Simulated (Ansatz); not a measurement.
The cluster Sr₆S₆. Charge 0, multiplicity 3. Geometry PBE-D4/def2-SVP, that of the charge -1 doublet; atoms count from 1.

```xyz
12

Sr   -1.830   -3.465   -0.790
Sr    0.868   -0.872    1.780
Sr   -3.085   -3.433   -4.391
Sr    2.987    3.471    4.428
Sr   -0.024    0.537   -2.097
Sr    1.596    3.559    0.878
S     2.905    5.385    2.638
S    -1.739   -1.523   -2.997
S     1.718    1.530    3.004
S    -3.261   -5.244   -2.504
S     0.541    3.134   -1.636
S    -0.678   -3.080    1.688
```

In the def2 sets Sr takes a core potential; there is no spin–orbit coupling. The structure comes from a short search, and lower isomers may exist.

**Question.** Estimate the Mulliken populations from the PBE0/def2-SVP orbitals of Ansatz.

**Answer.** 
| atom | charge (e) | spin (α − β) |
| --- | --- | --- |
| Sr1 | 0.86 | -0.10 |
| Sr2 | 0.40 | 0.56 |
| Sr3 | 0.56 | -0.01 |
| Sr4 | 0.56 | -0.01 |
| Sr5 | 0.40 | 0.56 |
| Sr6 | 0.86 | -0.10 |
| S7 | -0.54 | 0.18 |
| S8 | -0.72 | 0.02 |
| S9 | -0.72 | 0.02 |
| S10 | -0.54 | 0.18 |
| S11 | -0.55 | 0.35 |
| S12 | -0.55 | 0.35 |
Mulliken values and Mayer orders depend strongly on the basis.

**Question.** Where does the spin sit?

**Answer.** Summed by element: Sr 0.90, S 1.10, of 2 unpaired in all. Largest on single atoms: Sr5 0.56, Sr2 0.56, S12 0.35.

**Question.** And the Mayer bond orders between bonded heavy atoms (over 0.3)?

**Answer.** Sr1–S8 0.43 (2.94 Å); Sr1–S10 0.67 (2.85 Å); Sr1–S12 0.81 (2.76 Å); Sr2–Sr5 0.62 (4.22 Å); Sr2–S9 0.74 (2.83 Å); Sr2–S12 0.96 (2.70 Å); Sr3–S8 0.91 (2.72 Å); Sr3–S10 1.33 (2.62 Å); Sr4–S7 1.33 (2.62 Å); Sr4–S9 0.91 (2.72 Å); Sr5–S8 0.74 (2.83 Å); Sr5–S11 0.96 (2.70 Å); Sr6–S7 0.67 (2.85 Å); Sr6–S9 0.43 (2.94 Å); Sr6–S11 0.81 (2.76 Å).
